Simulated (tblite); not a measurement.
C5H14NP.
Z-matrix (Å and degrees, GFN2-xTB geometry), rows numbered from 1:
```
C 
C   1  1.5225
P   2  1.8629  1  111.18
C   3  1.9009  2   95.61  1  -163.05
N   4  1.4347  3  116.42  2  -173.82
C   5  1.4460  4  112.02  3    65.21
C   5  1.4455  4  111.91  3   -60.84
H   1  1.0881  2  110.55  3   -57.34
H   1  1.0885  2  110.50  3    62.26
H   1  1.0885  2  110.53  3  -177.59
H   2  1.0943  1  110.59  3  -122.30
H   2  1.0946  1  109.90  3   118.59
H   3  1.4036  2   94.69  1   -66.81
H   4  1.0950  3  108.42  2    63.06
H   4  1.0959  3  106.04  2   -53.07
H   6  1.0891  5  109.20  4    59.66
H   6  1.0887  5  109.24  4   178.54
H   6  1.1015  5  111.88  4   -60.82
H   7  1.1024  5  111.94  4    64.41
H   7  1.0888  5  109.27  4  -175.00
H   7  1.0891  5  109.20  4   -56.15
```

Computed with GFN2-xTB (tblite): harmonic, unscaled wavenumbers at the GFN2-xTB geometry, gas phase. Errors from tens to a few hundred cm⁻¹ against measured bands are possible. Modes of hydrogen on phosphorus can be 10 to 20 % off. One conformer, not necessarily the lowest.

Harmonic wavenumbers (cm⁻¹): 47.6, 68.7, 110.8, 127.9, 199.0, 217.0, 223.2, 248.8, 300.5, 413.3, 421.1, 482.3, 666.4, 697.4, 725.9, 748.4, 861.5, 877.1, 928.5, 1014.5, 1038.3, 1044.3, 1065.6, 1073.4, 1078.3, 1111.3, 1144.4, 1225.9, 1234.3, 1261.7, 1276.5, 1298.6, 1406.0, 1411.5, 1416.1, 1439.1, 1453.0, 1479.3, 1479.9, 1487.6, 1494.5, 1496.0, 1500.3, 2230.8, 2837.5, 2853.8, 2916.9, 2923.0, 2927.4, 2942.9, 3012.1, 3013.3, 3016.5, 3017.2, 3020.1, 3022.2, 3032.3.

A = 5231, B = 946.0, C = 913.4 MHz; mass 119.086 u (most abundant isotopes); point group C1, symmetry number 1.

Task: Zero-point energy?

Result: Half the sum of the wavenumbers: 40031 cm⁻¹ = 114.45 kcal/mol.

Task: Entropy at 298.15 K, 1 bar (ideal gas, RRHO, classical rotation)?

Result: Translation 40.26, rotation 28.65, vibration 29.57: S = 98.5 cal/(mol K).

Task: And Cp and H(298.15 K) − H(0)?

Result: Cp = 37.88 cal/(mol K), of which vibrations give 29.93 (their classical limit is 57 R = 113.3); H(298.15 K) − H(0) = 6.98 kcal/mol without the zero-point energy, 4.61 from vibrations.

Task: Which modes carry the vibrational entropy at 298.15 K?

Result: 47.6 cm⁻¹: 4.91; 68.7 cm⁻¹: 4.19; 110.8 cm⁻¹: 3.25; 127.9 cm⁻¹: 2.98; 199.0 cm⁻¹: 2.14; 217.0 cm⁻¹: 1.98 cal/(mol K); the other 51 give 10.11 together.

Task: How do the functions run with temperature in this model?

Result: 
| T (K) | S (cal/(mol K)) | Cp (cal/(mol K)) | H − H(0) (kcal/mol) | G − H(0) (kcal/mol) | ln q(vib) |
| --- | --- | --- | --- | --- | --- |
| 100 | 69.1 | 19.4 | 1.33 | -5.58 | 1.76 |
| 200 | 85.4 | 28.5 | 3.74 | -13.35 | 4.49 |
| 300 | 98.7 | 38.1 | 7.05 | -22.56 | 7.14 |
| 500 | 122.9 | 57.6 | 16.68 | -44.76 | 12.30 |
| 800 | 154.8 | 78.3 | 37.32 | -86.55 | 19.81 |
| 1000 | 173.4 | 87.7 | 53.97 | -119.40 | 24.56 |

q(vib) and H(0) count from the zero-point level.

Task: What must be added to the electronic energy to get the Gibbs energy at 298.15 K and 1 bar?

Result: ZPE + [H(298.15 K) − H(0)] − T·S = 114.45 + 6.98 − 29.36 = 92.07 kcal/mol.

Hindered rotation and anharmonicity are outside this model. Other conformers, if any are populated, would add a mixing term that is left out. The structure is chiral; the term R ln 2 for an equal mix with its mirror image is left out.

Hardware: an Arm Neoverse V2 with one thread, no GPU, on a shared host. Cost: 0.62 s wall. This covers the Hessian and the dipole derivatives.
